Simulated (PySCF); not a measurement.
**Two-component Hartree-Fock for Ge (germanium, neutral)**

Start: [Ar] 3d10 4s1 4p3; 4s1/2 filled at m_j = +1/2; 4p3/2 filled at m_j = -1/2, +1/2, +3/2. Calculated with PySCF 2.14 in x2c-TZVPall-2c (6s7p4d1f, 54 functions): generalised Hartree-Fock with the X2C-1e Hamiltonian and a Gaussian nucleus; one run each with spin-orbit coupling (SO) switched off, then screened by Boettger's factors. This is a chosen level, not necessarily the ground level.

```tsv
spinor shell	electrons	ε, spin-free (eV)	ε, screened SO (eV)	weight of nominal j (screened SO)	rms radius, screened SO (bohr)
1s1/2	2	-11180.4	-11180.2	1.000	0.0542
2s1/2	2	-1455.0	-1454.9	1.000	0.227
2p1/2	2	-1266.9	-1288.7	1.000	0.201
2p3/2	4	-1266.9	-1256.3	1.000	0.204
3s1/2	2	-202.48	-202.47	1.000	0.668
3p1/2	2	-142.90	-146.02	0.996	0.693
3p3/2	4	-142.90	-141.39	0.998	0.703
3d3/2	4	-44.648	-45.054	0.954	0.816
3d5/2	6	-44.648	-44.368	0.969	0.813
4s1/2	1	-20.556	-20.552	1.000	2.32
4p3/2	3	-9.316	-9.317	0.656	2.95
```

```
   quantity    spin-free  screened SO
E (hartree)  -2096.87850  -2096.95593
        M_J            2            2
       ⟨J²⟩        6.003        6.003
       ⟨L²⟩        0.000        0.003
       ⟨S²⟩        6.003        6.002
```

Each row is a mean over spinors that exchange with the open shell spreads, by up to 0.790 eV (3s1/2).

Rows whose weight is well below 1 are mixtures of j = l ± 1/2: exchange outweighs spin-orbit coupling there, and the label is only the starting occupation.

Without spin-orbit coupling the j labels of p, d and f shells carry no meaning; the spin-free column gives the mean over the occupied spinors of each nl shell.
